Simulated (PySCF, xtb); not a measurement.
Mg(F)(NMe2) (C₂H₆FMgN), SMILES [N](C)(C)[Mg][F].

GFN2-xTB run with xtb at its own geometry gives an orbital gap of 1.47 eV and a dipole moment of 3.44 D.

Coordinates come from a B3LYP-D3(BJ)/def2-SVP optimisation. The structure was generated by enumeration; whether it is a known compound was not checked. One conformer was computed; it need not be the lowest.

Problem. What does PBE/def2-TZVP (PySCF) give? (The exact figures need the calculation; the answer reports its results.)

Solution. gap 2.42 eV (levels -4.48 and -2.06 eV), dipole 1.70 D.
